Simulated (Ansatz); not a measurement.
Molecule: sum formula BOF2 (charge -1, singlet). It need not be the lowest isomer of its formula. Whether it binds its extra electron was not tested at this geometry. 
Structure (B3LYP-D3(BJ)/def2-TZVP (Ansatz, an electronic-structure program) minimum search):
```xyz
4

B      0.1543    -0.0299     0.0368
F     -0.5043     1.2097     0.1096
F     -0.7978    -0.9573    -0.4205
O      1.3684    -0.2653     0.3268
```
Charge -1, spin multiplicity 1.

Parts of the frozen-core correlation energy in STO-3G (Ansatz, hartree). Frozen orbitals: 4; correlated occupied orbitals by spin: 12 and 12; virtual: 4 and 4. No spin-orbit coupling. Non-relativistic.

```json
[
 {"term": "reference (HF)", "value": "-294.27340"},
 {"term": "MP2 opposite-spin", "value": "___"},
 {"term": "MP2 same-spin", "value": "___"},
 {"term": "CCSD correlation", "value": "___"},
 {"term": "(T)", "value": "-0.00835"},
 {"term": "FCI minus CCSD(T)", "value": "-0.00072"},
 {"term": "T1 diagnostic", "value": "0.014"},
 {"term": "largest doubles amplitude", "value": "0.126"}
]
```

Question: Complete the blanks.

Answer: 
- MP2 opposite-spin, value: -0.08925
- MP2 same-spin, value: -0.02634
- CCSD correlation, value: -0.12883
